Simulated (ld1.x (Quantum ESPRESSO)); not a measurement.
Ranking PAW potentials for neon (Ne)

All share these settings but for the change named:

ld1.x (Quantum ESPRESSO) 7.5 input, shortened:

```
&input
   title='Ne', zed=10., rel=0, dft='PBE', iswitch=3,
   config='[He] 2s2 2p6'
 /
 &inputp
   pseudotype=3, lpaw=.true., tm=.true., lloc=-1, rcloc=0.55,
   nlcc=.true., new_core_ps=.true., rcore=0.55,
   which_augfun='PSQ', rmatch_augfun_nc=.true.
 /
4
2S  1  0   2.00   0.00  0.45  0.60  0.0
2S  1  0   0.00  -2.25  0.45  0.60  0.0
2P  2  1   6.00   0.00  0.75  0.80  0.0
2P  2  1   0.00   0.80  0.75  0.80  0.0
 &test
   configts(1)='2s2 2p6'
 /
```

Test errors are all-electron minus pseudo excitation energies from the reference, over 2s2 2p5; 2s2 2p4; 2s2 2p3; 2s2 2p2; 2s1 2p6; 2s2 2p5.5. None of these files shows a bound ghost.

The base gives 30.2 meV.

Of 9 variants that were run, those that failed, showed a ghost or another fault, or gave nearly equal values are left out.

A variant can come out equal or close to the base, since the largest error may sit in a test that the change hardly touches while other tests move.

Q: Rank these variants by their largest absolute test error, smallest first.
A. waves 2s (bound): rcut 0.45, rcutus 0.84 bohr; 2s channel at -2.25 Ry: rcut 0.45, rcutus 0.84 bohr
B. waves 2s (bound): rcut 0.45, rcutus 0.56 bohr; 2s channel at -2.25 Ry: rcut 0.45, rcutus 0.56 bohr
C. waves 2s (bound): rcut 0.45, rcutus 0.78 bohr; 2s channel at -2.25 Ry: rcut 0.45, rcutus 0.78 bohr
D. waves 2s (bound): rcut 0.45, rcutus 0.90 bohr; 2s channel at -2.25 Ry: rcut 0.45, rcutus 0.90 bohr

A: D (6.6 meV), A (16.5 meV), C (22.8 meV), B (30.8 meV).
